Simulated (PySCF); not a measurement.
diethyl sulfide (C4H10S), singlet, geometry from GFN2-xTB; PySCF with M062X/3-21G.

The PySCF input:
```python
from pyscf import gto, scf, dft

mol = gto.Mole()
mol.atom = '''
    C     2.560674   -0.007758   -0.238388
    C     1.106354    0.249564   -0.581266
    S     0.038049   -0.224781    0.829016
    C    -1.553893    0.475589    0.276743
    C    -2.192962   -0.315920   -0.848776
    H     2.850209    0.567661    0.637580
    H     3.196552    0.277998   -1.074003
    H     2.716776   -1.061996   -0.022780
    H     0.930353    1.308383   -0.777189
    H     0.803100   -0.338536   -1.448012
    H    -1.375110    1.512437   -0.011201
    H    -2.182656    0.457998    1.166380
    H    -2.314895   -1.355578   -0.554183
    H    -1.582153   -0.278953   -1.748084
    H    -3.171995    0.098226   -1.082633
'''
mol.basis = '3-21g'
mol.charge = 0
mol.spin = 0
mol.verbose = 4
mol.build()

mf = dft.RKS(mol)
mf.xc = 'm062x'
mf.level_shift = 0.5
mf.max_cycle = 100
mf.kernel()
```

Predict the main parts of the log of this PySCF run.


```
PySCF version 2.14.0

[INPUT] verbose = 4
[INPUT] num. atoms = 15
[INPUT] num. electrons = 50
[INPUT] charge = 0
[INPUT] spin (= nelec alpha-beta = 2S) = 0
[INPUT] symmetry False subgroup None
[INPUT] Mole.unit = angstrom
[INPUT] Symbol           X                Y                Z      unit          X                Y                Z       unit  Magmom
[INPUT]  1 C      2.560674000000  -0.007758000000  -0.238388000000 AA    4.838972554295  -0.014660495274  -0.450488031383 Bohr   0.0
[INPUT]  2 C      1.106354000000   0.249564000000  -0.581266000000 AA    2.090706056817   0.471607610551  -1.098433545521 Bohr   0.0
[INPUT]  3 S      0.038049000000  -0.224781000000   0.829016000000 AA    0.071902189314  -0.424774528006   1.566613192882 Bohr   0.0
[INPUT]  4 C     -1.553893000000   0.475589000000   0.276743000000 AA   -2.936432196879   0.898732957856   0.522968476891 Bohr   0.0
[INPUT]  5 C     -2.192962000000  -0.315920000000  -0.848776000000 AA   -4.144097581578  -0.597002277273  -1.603954181104 Bohr   0.0
[INPUT]  6 H      2.850209000000   0.567661000000   0.637580000000 AA    5.386114407770   1.072723821597   1.204851582500 Bohr   0.0
[INPUT]  7 H      3.196552000000   0.277998000000  -1.074003000000 AA    6.040607822931   0.525340083177  -2.029571526961 Bohr   0.0
[INPUT]  8 H      2.716776000000  -1.061996000000  -0.022780000000 AA    5.133962581791  -2.006881585384  -0.043047961118 Bohr   0.0
[INPUT]  9 H      0.930353000000   1.308383000000  -0.777189000000 AA    1.758112369167   2.472485536037  -1.468674357025 Bohr   0.0
[INPUT] 10 H      0.803100000000  -0.338536000000  -1.448012000000 AA    1.517639050638  -0.639740323306  -2.736346105084 Bohr   0.0
[INPUT] 11 H     -1.375110000000   1.512437000000  -0.011201000000 AA   -2.598581291151   2.858091710659  -0.021166822321 Bohr   0.0
[INPUT] 12 H     -2.182656000000   0.457998000000   1.166380000000 AA   -4.124622064139   0.865490785599   2.204138757170 Bohr   0.0
[INPUT] 13 H     -2.314895000000  -1.355578000000  -0.554183000000 AA   -4.374517557125  -2.561671160486  -1.047254092890 Bohr   0.0
[INPUT] 14 H     -1.582153000000  -0.278953000000  -1.748084000000 AA   -2.989835857159  -0.527144771626  -3.303400002734 Bohr   0.0
[INPUT] 15 H     -3.171995000000   0.098226000000  -1.082633000000 AA   -5.994201818490   0.185620238312  -2.045879863416 Bohr   0.0

nuclear repulsion = 236.155209683094
number of shells = 47
number of NR pGTOs = 117
number of NR cGTOs = 69
basis = 3-21g
ecp = {}

******** <class 'pyscf.dft.rks.RKS'> ********
method = RKS
initial guess = minao
damping factor = 0
level_shift factor = 0.5
DIIS = <class 'pyscf.scf.diis.CDIIS'>
diis_start_cycle = 1
diis_space = 8
diis_damp = 0
SCF conv_tol = 1e-09
SCF conv_tol_grad = None
SCF max_cycles = 100
direct_scf = True
direct_scf_tol = 1e-13
XC library pyscf.dft.libxc version 7.1.2
    S. Lehtola, C. Steigemann, M. J. T. Oliveira, and M. A. L. Marques,  SoftwareX 7, 1–5 (2018)
XC functionals = m062x
    Y. Zhao and D. G. Truhlar,  Theor. Chem. Acc. 120, 215 (2008)
    Y. Zhao and D. G. Truhlar,  Theor. Chem. Acc. 120, 215 (2008)
radial grids:
    Treutler-Ahlrichs [JCP 102, 346 (1995); DOI:10.1063/1.469408] (M4) radial grids

becke partition: Becke, JCP 88, 2547 (1988); DOI:10.1063/1.454033
pruning grids: <function nwchem_prune>
grids dens level: 3
symmetrized grids: False
atomic radii adjust function: <function treutler_atomic_radii_adjust>
small_rho_cutoff = 0
Set gradient conv threshold to 3.16228e-05
Initial guess from minao.
tot grids = 173432
init E= -553.831594651134
  HOMO = -0.0310619545677691  LUMO = 0.402005756725489  gap/eV = 11.78437
cycle= 1 E= -553.598385180941  delta_E= 0.233  |g|= 0.505  |ddm|= 3.36
  HOMO = -0.236646063337527  LUMO = 0.58083545965916  gap/eV = 22.24481
cycle= 2 E= -553.680923493772  delta_E= -0.0825  |g|= 0.18  |ddm|= 0.818
  HOMO = -0.263855631661918  LUMO = 0.60306597031555  gap/eV = 23.59014
cycle= 3 E= -553.689644595047  delta_E= -0.00872  |g|= 0.0504  |ddm|= 0.242
  HOMO = -0.268485852984226  LUMO = 0.600290418558354  gap/eV = 23.64061
cycle= 4 E= -553.690748376557  delta_E= -0.0011  |g|= 0.0193  |ddm|= 0.106
  HOMO = -0.266314088848344  LUMO = 0.60209718666539  gap/eV = 23.63067
cycle= 5 E= -553.690976679862  delta_E= -0.000228  |g|= 0.00893  |ddm|= 0.0527
  HOMO = -0.267828295274744  LUMO = 0.601120839769186  gap/eV = 23.64531
cycle= 6 E= -553.691036036704  delta_E= -5.94e-05  |g|= 0.00433  |ddm|= 0.0288
  HOMO = -0.268140118503045  LUMO = 0.600983099310554  gap/eV = 23.65005
cycle= 7 E= -553.691051654596  delta_E= -1.56e-05  |g|= 0.0022  |ddm|= 0.0156
  HOMO = -0.267994275550908  LUMO = 0.601104606177823  gap/eV = 23.64939
cycle= 8 E= -553.69105569122  delta_E= -4.04e-06  |g|= 0.00114  |ddm|= 0.00779
  HOMO = -0.268054021181985  LUMO = 0.601072337990821  gap/eV = 23.65013
cycle= 9 E= -553.691056769803  delta_E= -1.08e-06  |g|= 0.000597  |ddm|= 0.00408
  HOMO = -0.268058491954086  LUMO = 0.601065843929207  gap/eV = 23.65008
cycle= 10 E= -553.69105705174  delta_E= -2.82e-07  |g|= 0.000307  |ddm|= 0.00208
  HOMO = -0.268058984912904  LUMO = 0.601066376925511  gap/eV = 23.65011
cycle= 11 E= -553.691057123933  delta_E= -7.22e-08  |g|= 0.000161  |ddm|= 0.00105
  HOMO = -0.268058188775536  LUMO = 0.601066539133565  gap/eV = 23.65009
cycle= 12 E= -553.691057143103  delta_E= -1.92e-08  |g|= 8.28e-05  |ddm|= 0.000539
  HOMO = -0.268058196745887  LUMO = 0.60106634992854  gap/eV = 23.65008
cycle= 13 E= -553.691057148149  delta_E= -5.05e-09  |g|= 4.24e-05  |ddm|= 0.000278
  HOMO = -0.268058352681977  LUMO = 0.601066366899763  gap/eV = 23.65009
cycle= 14 E= -553.691057149469  delta_E= -1.32e-09  |g|= 2.22e-05  |ddm|= 0.000142
  HOMO = -0.268058289763766  LUMO = 0.601066378883752  gap/eV = 23.65009
cycle= 15 E= -553.691057149828  delta_E= -3.59e-10  |g|= 1.15e-05  |ddm|= 7.33e-05
  HOMO = -0.268056812775156  LUMO = 0.101066919075418  gap/eV = 10.04437
Extra cycle  E= -553.69105714993  delta_E= -1.02e-10  |g|= 8.78e-06  |ddm|= 6.72e-05
converged SCF energy = -553.69105714993
```
